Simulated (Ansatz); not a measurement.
Ansatz results at the PBE0-D4/def2-TZVP geometry: HOMO energy (B3LYP/def2-TZVPP) -7.98 eV; HOMO–LUMO gap (B3LYP/def2-TZVPP) 6.11 eV; LUMO energy (PBE/def2-TZVPP) -2.40 eV.

Each molecule was computed in one conformer, which needn't be the lowest.

(1) Which molecule gave them?
A. `[CH3][SnH]([OH])[AlH2]`
B. `F[SiH2][N]([SiH3])[GaH2]`
C. `C=[N][Al]([NH2])[OH]`
D. `CN=C(Cl)Cl`

## Answers

(1) B. The others give `[CH3][SnH]([OH])[AlH2]`: -6.81, 4.33, -3.01; `CN=C(Cl)Cl`: -8.00, 7.11, -1.69; `C=[N][Al]([NH2])[OH]`: -6.09, 5.14, -1.84.

B3LYP here is the variant with VWN-RPA as its local correlation; programs differ in this.
